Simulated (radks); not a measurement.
Q: Gd1.5+, 62.5 electrons, occupied as [Xe] 4f4.5 5d1 6s1 6p2 (fractional occupations, a model configuration). All-electron calculation, scalar-relativistic Kohn-Sham, r2SCAN, spin-unpolarised, spherical densities, finite nucleus; meta-GGA in the generalised Kohn-Sham scheme; Fermi nuclear charge, rms radius 5.1569 fm. Program: a radial shooting solver on a logarithmic mesh with Libxc functionals. Some entries of the table are withheld. Estimate them.

orbital,occ.,eigenvalue (Ry),<r^2> (bohr^2)
1s,2,(1),0.0006551
2s,2,-613.6131,0.01028
2p,6,-546.1395,0.008288
3s,2,-139.2927,0.06806
3p,6,-118.2832,(2)
3d,10,-90.53597,0.05752
4s,2,(3),0.3410
4p,6,-23.83779,0.3827
4d,10,-14.09266,0.4534
5s,2,-5.89234,(4)
5p,6,-4.00704,2.297
4f,4.5,(5),0.7021
5d,1,-1.61929,4.293
6s,1,-1.27592,(6)
6p,2,-0.88077,14.72

A: 
(1) 1s eigenvalue (Ry): -3690.509
(2) 3p <r^2> (bohr^2): 0.06831
(3) 4s eigenvalue (Ry): -30.84933
(4) 5s <r^2> (bohr^2): 1.792
(5) 4f eigenvalue (Ry): -3.44767
(6) 6s <r^2> (bohr^2): 10.68
